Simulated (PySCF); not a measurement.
# C₆ coefficients of unlike pairs at M06-L

Calculated with PySCF 2.14 from the dipole response of each species, C₆(A,B) = (3/π) ∫ α_A(iu) α_B(iu) du, in atomic units, from isotropic polarisabilities. For ions this is the dispersion term alone; charge-induced terms of lower order in 1/R come first.

```
species      configuration                                        basis      relativity  α (bohr³)  C₆ (like pair)
    Tc+  [Kr] 4d5 5s1 (7S)  aug-cc-pwCVTZ-PP with ECP28MDF (8s8p7d4f3g)  core potential      37.66           286.1
 Co(2+)      [Ar] 3d7 (4F)                  aug-cc-pwCVTZ (10s9p7d4f3g)            none      3.613           10.41
 Ar(2+)  [Ne] 3s2 3p4 (3P)                       aug-cc-pwCVDZ (6s5p3d)            none      4.851           17.58
```

(1) Estimate C₆ for Ar(2+) with Co(2+).

No spin-orbit coupling is included.

The other pairs:

```
       pair     C₆
Co(2+), Tc+  47.03
Ar(2+), Tc+  63.09
```

Answers

(1) The integral gives 13.34. The combination rule 2 C_A C_B / (C_A α_B/α_A + C_B α_A/α_B) gives 13.52 and the geometric mean 13.52.
